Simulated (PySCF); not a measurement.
Can point charges reproduce the dipole moment of `C[SiH2]N1CC(F)C1`?

Coordinates (GFN2-xTB, Å) and charges (e) from the PBE0/pcSseg-1 density (PySCF):

| atom | x | y | z | Mulliken | IAO | Hirshfeld | ESP-fitted |
| --- | --- | --- | --- | --- | --- | --- | --- |
| C1 | 2.525 | 0.226 | 0.596 | -0.6381 | -0.7250 | -0.2136 | -0.6512 |
| Si2 | 1.253 | -1.004 | -0.079 | +0.7663 | +0.8940 | +0.3694 | +0.7262 |
| N3 | -0.179 | -0.096 | -0.358 | -0.7947 | -0.5387 | -0.1928 | -0.3866 |
| C4 | -1.429 | -0.535 | -0.961 | +0.0782 | -0.1664 | -0.0323 | -0.0900 |
| C5 | -2.151 | 0.621 | -0.268 | +0.0848 | +0.1801 | +0.0685 | +0.2581 |
| F6 | -3.211 | 0.251 | 0.519 | -0.3275 | -0.3198 | -0.1210 | -0.2697 |
| C7 | -0.848 | 0.884 | 0.489 | +0.0699 | -0.1667 | -0.0316 | -0.1151 |
| H8 | 2.706 | 1.035 | -0.105 | +0.1390 | +0.1583 | +0.0433 | +0.1531 |
| H9 | 2.200 | 0.667 | 1.533 | +0.1375 | +0.1545 | +0.0425 | +0.1604 |
| H10 | 3.472 | -0.270 | 0.779 | +0.1381 | +0.1575 | +0.0426 | +0.1571 |
| H11 | 1.604 | -1.538 | -1.398 | -0.1147 | -0.1407 | -0.0867 | -0.1687 |
| H12 | 1.105 | -2.121 | 0.875 | -0.1230 | -0.1682 | -0.0961 | -0.1759 |
| H13 | -1.778 | -1.512 | -0.617 | +0.1152 | +0.1326 | +0.0391 | +0.0958 |
| H14 | -1.420 | -0.517 | -2.053 | +0.1269 | +0.1384 | +0.0412 | +0.0634 |
| H15 | -2.504 | 1.428 | -0.914 | +0.1015 | +0.1406 | +0.0481 | +0.0596 |
| H16 | -0.436 | 1.892 | 0.407 | +0.1270 | +0.1375 | +0.0409 | +0.0727 |
| H17 | -0.916 | 0.602 | 1.544 | +0.1139 | +0.1320 | +0.0386 | +0.1108 |

Question: Compute μ = Σ q r for each scheme (1 e·Å = 4.803 D) and compare with the dipole of the full density.

Answer: The full density gives (0.84, 0.82, -0.48) D, 1.27 D in size; dipole vectors point from the negative to the positive end.

```tsv
scheme	μx	μy	μz	size (D)	share of the full size (%)	angle to the full dipole (°)
Mulliken	1.10	0.01	-1.11	1.56	123	42
IAO	1.64	0.14	-1.38	2.15	170	38
Hirshfeld	0.40	0.43	-0.47	0.75	59	17
ESP-fitted	0.85	0.80	-0.45	1.25	99	1
```

Question: Which set comes closest?

Answer: Length of the difference vector: ESP-fitted 0.03 D, Hirshfeld 0.59 D, Mulliken 1.06 D, IAO 1.39 D. Closest: ESP-fitted. 

Question: What is left for the Hirshfeld atoms' own dipoles?

Answer: The shares of the density sum to the whole, so what Σ q r misses lies in dipoles about the nuclei. The atomic dipoles sum to (0.84, 0.82, -0.48) − (0.40, 0.43, -0.47) = (0.44, 0.39, -0.01) D, 0.59 D in size.

Question: With the origin at the mean of the coordinates, (0.000, 0.001, -0.001) Å, which are the largest single terms, by size, of the Hirshfeld dipole along the direction of the full one?

Answer: C1 -1.63, F6 +1.25, H8 +0.52, H12 +0.45, H10 +0.37 D; all 17 atoms together +0.72 D. The single terms depend on the origin, their sum doesn't.

Question: Give the size of the full dipole in other units.

Answer: 1.27 D = 0.498 au = 0.264 e·Å = 4.22 × 10⁻³⁰ C·m.

Geometry: GFN2-xTB, one conformer, isolated molecule.

Conformer computed: `[CH3:1][SiH2:2][N:3]1[CH2:4][CH:5]([F:6])[CH2:7]1`: C1–Si2–N3–C4 175°.
